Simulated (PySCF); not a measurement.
Si(CF3)(F)3 (CF6Si), SMILES FC(F)(F)[Si](F)(F)F. Atoms are numbered in the order given.

```xyz
8

F      1.0865     0.6273     1.5590
C      0.0000     0.0000     1.0786
F     -1.0865     0.6273     1.5590
F      0.0000    -1.2546     1.5590
Si     0.0000     0.0000    -0.8321
F      0.0000     1.5044    -1.3673
F      1.3029    -0.7522    -1.3673
F     -1.3029    -0.7522    -1.3673
```
Charge 0, spin multiplicity 1.

Geometry optimised at B3LYP-D3(BJ)/def2-SVP.

Calculation: B3LYP-D3(BJ)/def2-SVP in PySCF.

Frequencies are harmonic and unscaled.

Modes within 1.5 cm⁻¹ of each other (mostly degenerate sets) share a row, with their intensities summed.

```
mode   ν (cm⁻¹)  IR (km/mol)  Raman (Å⁴/amu)  depolarisation  moving atoms (share of kinetic energy)
-----  --------  -----------  --------------  --------------  --------------------------------------
1            37          0.0             0.0               –                                 F 100 %
2–3         124          8.1             0.1               –                                  F 95 %
4–5         246          5.7             1.6            0.75                                  F 95 %
6           256          9.5             1.7            0.36                                  F 95 %
7–8         342         42.8             1.6            0.75                         F 77 %, Si 22 %
9           480        122.1             1.2            0.00                         F 52 %, Si 48 %
10–11       531          0.0             2.4            0.75                           F 91 %, C 9 %
12          743         10.9             6.0            0.01                          F 88 %, C 12 %
13          858        161.5             1.7            0.01                         F 71 %, Si 29 %
14–15      1011        290.8             1.4            0.75                         Si 50 %, F 49 %
16–17      1173        541.1             2.1            0.75                          C 72 %, F 28 %
18         1264         83.2             1.2            0.54                          C 75 %, F 20 %
```
